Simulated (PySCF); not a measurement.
## Sb³⁺ (antimony, charge +3) across methods

[Kr] 4d10 5s2, closed-shell 1S. Calculation: PySCF 2.14, in aug-cc-pVQZ-PP with one added diffuse shell each of s, p, d, f, g type with ECP28MDF (8s8p6d4f3g, 117 functions); a scalar-relativistic core potential.

```
 method  E (hartree)  mean ε 4p (eV)  mean ε 4d (eV)  mean ε 5s (eV)  Σ⟨r²⟩ (bohr²)   ⟨S²⟩
    LDA    -237.9757         -132.20         -62.559         -39.490          27.81  0.000
    M06    -238.4549         -137.43         -65.687         -40.501          27.73  0.000
    UHF   -237.48725         -154.31         -73.368         -41.870          28.05  0.000
   PBE0    -238.3747         -138.14         -65.508         -39.957          27.80  0.000
 r2SCAN    -238.4478         -135.37         -63.352         -39.171          27.74  0.000
wB97X-V    -238.3564         -139.96         -67.913         -42.346          27.80  0.000
    PBE    -238.3660         -132.34         -62.467         -38.993          27.79  0.000
```

(1) Estimate the same row for B3LYP.

Energies and moments cover only the electrons outside the core potential.

## Answers

(1) E (hartree) = -238.4469; mean ε 4p (eV) = -137.06; mean ε 4d (eV) = -64.925; mean ε 5s (eV) = -40.014; Σ⟨r²⟩ (bohr²) = 27.84; ⟨S²⟩ = 0.000.
